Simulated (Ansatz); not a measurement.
Ansatz results at the PBE0-D4/def2-TZVP geometry: HOMO–LUMO gap (PBE0/def2-TZVPP) 6.16 eV; LUMO energy (B3LYP/def2-TZVPP) -1.17 eV; LUMO energy (PBE/def2-TZVPP) -1.87 eV.

Q: Which molecule gave them?
A. `O=C=CS`
B. `C[C](F)(Cl)[SnH3]`
C. `IC1C=CC1`
D. `C=C=C(C)I`

A: C. The others give `C=C=C(C)I`: 5.45, -1.60, -2.26; `C[C](F)(Cl)[SnH3]`: 7.47, -0.53, -1.10; `O=C=CS`: 5.81, -1.68, -2.52.

B3LYP here is the variant with VWN-RPA as its local correlation; programs differ in this.
